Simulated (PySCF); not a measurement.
**Broadened absorption spectrum of C3H13NSi2**

C₃H₁₃NSi₂.
Cartesian coordinates in Å at the PBE0-D3(BJ)/def2-SVP level; atoms count from 1:
```
atom  x, y, z in Å
C1    -2.6385   -0.3106    0.0403
C2    -1.1507   -0.6137   -0.0133
C3    -0.2935    0.6478    0.0109
N4     1.1479    0.3980   -0.0362
Si5    1.8859    0.2089   -1.6061
Si6    1.9775    0.2106    1.4869
H7    -2.9530    0.3096   -0.8148
H8    -2.9040    0.2376    0.9589
H9    -3.2391   -1.2319    0.0194
H10   -0.9131   -1.1903   -0.9237
H11   -0.8612   -1.2568    0.8354
H12   -0.5343    1.2317    0.9196
H13   -0.5812    1.2995   -0.8362
H14    1.4811    1.3540   -2.4824
H15    1.4688   -1.0460   -2.3127
H16    3.3667    0.1828   -1.4333
H17    3.4422    0.1244    1.2208
H18    1.5554   -1.0169    2.2375
H19    1.6774    1.3825    2.3698
```

The calculation used TDDFT CAM-B3LYP/def2-SVPD, vertical, gas phase, core orbitals frozen in the response in PySCF 2.14.0, density-fitted response routines.

Each state is given a Gaussian of 0.5 eV full width at half maximum, with ε(max) = 2.175×10⁸ f / Δν̃ (Δν̃ the width in cm⁻¹). The cross-section is σ = 3.8235×10⁻²¹ ε cm², given in Mb (10⁻¹⁸ cm²). The width is an assumption, not a result. The curve ends short of the highest state used, and states not computed would add to its high-energy end.

```
E (eV)  σ (Mb)
  5.36    0.00
  5.39    0.00
  5.42    0.00
  5.45    0.00
  5.48    0.00
  5.51    0.00
  5.54    0.00
  5.56    0.00
  5.59    0.01
  5.62    0.01
  5.65    0.01
  5.68    0.02
  5.71    0.02
  5.74    0.03
  5.76    0.03
  5.79    0.04
  5.82    0.05
  5.85    0.06
  5.88    0.08
  5.91    0.09
  5.94    0.11
  5.96    0.12
  5.99    0.13
  6.02    0.15
  6.05    0.17
  6.08    0.20
  6.11    0.23
  6.14    0.27
  6.16    0.30
  6.19    0.36
  6.22    0.44
  6.25    0.54
  6.28    0.67
  6.31    0.83
  6.34    1.03
  6.36    1.19
  6.39    1.46
  6.42    1.78
  6.45    2.14
  6.48    2.56
  6.51    3.03
  6.54    3.53
  6.56    3.90
  6.59    4.46
  6.62    5.05
  6.65    5.65
  6.68    6.23
  6.71    6.79
  6.74    7.30
  6.76    7.60
  6.79    7.98
  6.82    8.26
  6.85    8.42
  6.88    8.47
  6.91    8.39
  6.94    8.19
```

Problem. Locate the maxima and give the states behind the curve.

Solution. 180 nm (6.88 eV), ε about 2200, made up of S2 (13%) and S3 (85%) (ε in L mol⁻¹ cm⁻¹; maxima over ε = 5, shares over 10%). The states used: S1 6.11 eV (f 0.0007); S2 6.64 eV (f 0.0098); S3 6.90 eV (f 0.035); S4 7.34 eV (f 0.0051); S5 7.35 eV (f 0.0038); S6 7.54 eV (f 0.0020).

Problem. On this curve, what absorbance would a 10⁻⁴ mol/L sample give at 193 nm over a 1 cm path?

Solution. 193 nm is 6.424 eV, where ε is about 480 L mol⁻¹ cm⁻¹, so A = ε c l ≈ 0.048 (Beer–Lambert, with the gas-phase spectrum and the assumed width).

Problem. Coming from long wavelengths, where does ε first pass 100 L mol⁻¹ cm⁻¹?

Solution. At about 200 nm (6.20 eV), 0.08 eV above S1.

Problem. What would ε be at 6.88 eV, the highest of these maxima, with half the width (0.25 eV)?

Solution. About 3810 L mol⁻¹ cm⁻¹ against 2210, a factor of about 1.7; a lone state at its own centre would give exactly 2.

One conformer stands for the species.
